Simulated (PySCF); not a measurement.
Working out the ionisation energy of B(2+)

B(2+) [He] 2s1 (2S) → B(3+) 1s2 (1S). Calculation: PySCF 2.14, in ANO-RCC-VTZP; the spin-free X2C one-electron Hamiltonian (Gaussian nucleus). Frozen: nothing. Energies in hartree (1 hartree = 27.21139 eV):

| part | B(2+) (lower) | B(3+) (upper) |
| --- | --- | --- |
| UHF | -23.382334 | -21.992393 |
| CCSD correlation | -0.024451 | -0.022756 |
| (T) | -0.000010 | 0.000000 |

Question: What does Hartree-Fock give?

Answer: (-21.992393) − (-23.382334) = 1.389941 hartree = 37.822 eV.

Question: What do CCSD and CCSD(T) give?

Answer: The CCSD correlation energies differ by 0.001695 hartree = 0.046 eV and the triples by 0.000010 hartree = 0.000 eV, so CCSD gives 37.868 eV and CCSD(T) 37.868 eV.

Measured between the centres of the two terms (NIST): 37.931 eV, so CCSD(T) (valence and next inner shell) is off by -0.063 eV.

What remains against the reference includes basis incompleteness and higher excitations.
